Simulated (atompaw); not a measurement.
**What one change does to a pseudopotential (iridium, PAW (atompaw))**

atompaw 4.2.0.5 input, output lines left out:

```
Ir 77
GGA-PBE scalarrelativistic loggrid 2001 logderivrange -3 5 201
6 6 5 4 0 0
6 1 0
5 2 7
0 0 0
c
c
c
c
c
v
c
c
c
c
v
c
c
v
c
2
3.00 2.55 2.05 1.85
y
2.25
n
y
3
n
y
2.05
n
custom polynom2 7 10 vanderbiltortho sinc
bessel
2.85
2.85
3.00
3.00
3.00
1.80
```

Change: wave 6s channel at 2.25 Ry: rc 2.85 bohr becomes 6s channel at 2.25 Ry: rc 2.04 bohr.

Cutoffs: the cutoffs (Ry, on a coarse ladder) from which the occupation-weighted sum of valence levels, in a spherical-Bessel basis at the reference potential, stays within 10 and 1 mRy of its value at 400 Ry; they do not see the model core or the augmentation charge, which bear on the density cutoff.

What does the change do?

The potential gets neither clearly harder nor softer (21 Ry and 50 Ry → 21 Ry and 50 Ry); a bound ghost appears in s, which as a rule spoils a file; the range in which the s phases agree widens (upper end 3.0 → at the end of the scan).

| quantity | base | changed |
| --- | --- | --- |
| cutoff, loose | 21 Ry | 21 Ry |
| cutoff, tight | 50 Ry | 50 Ry |
| loose cutoff by channel (10 mRy a level) | s 6 Ry, d 10 Ry | s 10 Ry, d 10 Ry |
| bound ghosts | none | s |
| s: phases at 3.00 bohr within 0.05 rad from the reference energy up to (Ry; the scan ends near 5) | 3.0 | to the end of the scan |
| p: phases at 3.00 bohr within 0.05 rad from the reference energy up to (Ry; the scan ends near 5) | 4.3 | 4.3 |
| d: phases at 3.00 bohr within 0.05 rad from the reference energy up to (Ry; the scan ends near 5) | to the end of the scan | to the end of the scan |
| lowest overlap eigenvalue by channel | s 0.79, p 0.86, d 1.00 | s 0.05, p 0.86, d 1.00 |

 A true bound ghost makes a file unfit for plane-wave use even where its test errors are small: the radial tests pick states by their node count and pass the ghost by. The cutoffs see the waves, projectors and local potential, not the compensation charge or the core.
